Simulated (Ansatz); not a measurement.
Basis-set series for `[F][Ga-]([F])([F])[AsH3+]`. Charge 0, multiplicity 1. The geometry is a stationary point of PBE0-D4/def2-TZVP.

```
functional       basis  functions  energy (Eh)  HOMO (eV)  LUMO (eV)
   PBE0-D4    def2-SVP        121  -4460.61836      -9.50      -0.76
   PBE0-D4  def2-TZVPP        231  -4461.52225      -9.65      -0.95
   ωB97M-V    def2-SVP        121  -4461.11181     -11.67       1.21
   ωB97M-V  def2-TZVPP        231  -4462.02184     -11.82       0.82
```

(1) Give the rows for def2-QZVPP. (An estimate is asked.)

Answers

(1) Ansatz gave: 
```tsv
functional	basis	functions	energy (Eh)	HOMO (eV)	LUMO (eV)
PBE0-D4	def2-QZVPP	439	-4461.63226	-9.69	-1.17
ωB97M-V	def2-QZVPP	439	-4462.12812	-11.87	0.36
```

Positive LUMOs are unbound and depend on the basis. Scalar relativity is left out up to krypton.
